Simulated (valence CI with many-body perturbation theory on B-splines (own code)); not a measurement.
# Energy levels of Tm³⁰⁺

Method: configuration interaction combined with many-body perturbation theory (CI+MBPT): three valence electrons over a frozen Dirac-Fock core [Kr], radial functions for each j: 7 s, 7 p, 8 d, 6 f, 4 g, 1 h, with the one-electron correlation potential Σ1, the two-electron term Σ2, the three-electron term Σ3, Breit, model QED; selected CI, second order for the rest, scaled by the run's own slope (own B-spline code, finite nucleus).

No measured spectrum was set against this ion. As an estimate, large intervals hold to a few tenths of a per cent, small ones and those within an open d or f shell to about a per cent. Only levels of the ground parity were solved; by the run's estimate the other parity begins above the list, which can be wrong where configurations are misplaced.

Levels 1 to 19 of 19, with energies above the lowest level, (4d3/2^3) J=3/2. "Leading %" is the weight of the configuration and term that name the level; weights of strongly mixed levels are sums over their largest components and can fall short, so below about 35 % the name and the second component can differ from the true leading terms, or belong to a minority configuration. In the jj column 3d3/2^4 stands for four electrons in 3d with j = 3/2. Lifetimes count E1, E2, E3, M1 and M2 decay at the calculated energies, and are blank where another channel may lead or the interval is too uncertain; long ones can be off by a factor of two.

| No. | Configuration | Term | J | E (cm⁻¹) | Leading % | Lifetime | g | Leading jj |
| --- | --- | --- | --- | --- | --- | --- | --- | --- |
| 1 | 4d³ | ⁴F | 3/2 | 0 | 56 |  | 0.652 | 4d3/2^3 (94 %) |
| 2 | 4d³ | ⁴F | 5/2 | 76663 | 87 | 80.1 μs | 1.049 | 4d3/2^2 4d5/2 (97 %) |
| 3 | 4d³ | ⁴P | 3/2 | 95459 | 41 | 92.3 μs | 1.235 | 4d3/2^2 4d5/2 (96 %) |
| 4 | 4d³ | ⁴F | 7/2 | 102600 | 46 | 3.15 ms | 1.076 | 4d3/2^2 4d5/2 (90 %) |
| 5 | 4d³ | ²G | 9/2 | 106890 | 43 | 1.45 s | 1.067 | 4d3/2^2 4d5/2 (97 %) |
| 6 | 4d³ | ⁴P | 1/2 | 108690 | 62 | 248 μs | 1.905 | 4d3/2^2 4d5/2 (99 %) |
| 7 | 4d³ | ⁴P | 5/2 | 160420 | 57 | 284 μs | 1.371 | 4d3/2^2 4d5/2 (80 %) |
| 8 | 4d³ | ⁴F | 7/2 | 180580 | 53 | 37.3 μs | 1.079 | 4d3/2 4d5/2^2 (94 %) |
| 9 | 4d³ | ⁴F | 9/2 | 191020 | 53 | 65.6 μs | 1.138 | 4d3/2 4d5/2^2 (93 %) |
| 10 | 4d³ | ⁴P | 3/2 | 203990 | 41 | 27.4 μs | 1.142 | 4d3/2 4d5/2^2 (98 %) |
| 11 | 4d³ | ²P | 1/2 | 211560 | 62 | 45.3 μs | 1.426 | 4d3/2 4d5/2^2 (99 %) |
| 12 | 4d³ | ²H | 11/2 | 218450 | 100 | 146 μs | 1.088 | 4d3/2 4d5/2^2 (100 %) |
| 13 | 4d³ | ²D | 5/2 | 221210 | 54 | 62.8 μs | 1.189 | 4d3/2 4d5/2^2 (80 %) |
| 14 | 4d³ | ²F | 5/2 | 236010 | 42 | 85.2 μs | 1.105 | 4d3/2 4d5/2^2 (95 %) |
| 15 | 4d³ | ²F | 7/2 | 242670 | 85 | 106 μs | 1.106 | 4d3/2 4d5/2^2 (96 %) |
| 16 | 4d³ | ²D | 3/2 | 285040 | 55 | 37.3 μs | 1.029 | 4d3/2 4d5/2^2 (72 %) |
| 17 | 4d³ | ²G | 9/2 | 292430 | 54 | 28.7 μs | 1.139 | 4d5/2^3 (96 %) |
| 18 | 4d³ | ²D | 3/2 | 334990 | 69 | 27.5 μs | 0.992 | 4d5/2^3 (73 %) |
| 19 | 4d³ | ²D | 5/2 | 360450 | 65 | 18.2 μs | 1.157 | 4d5/2^3 (91 %) |

The ionisation energy to 4d² ³F2 of the next ion comes out as 1158.6 eV (NIST: 1157 ± 4 eV (theoretical)). All 19 levels together are meant to be complete up to 374870 cm⁻¹.
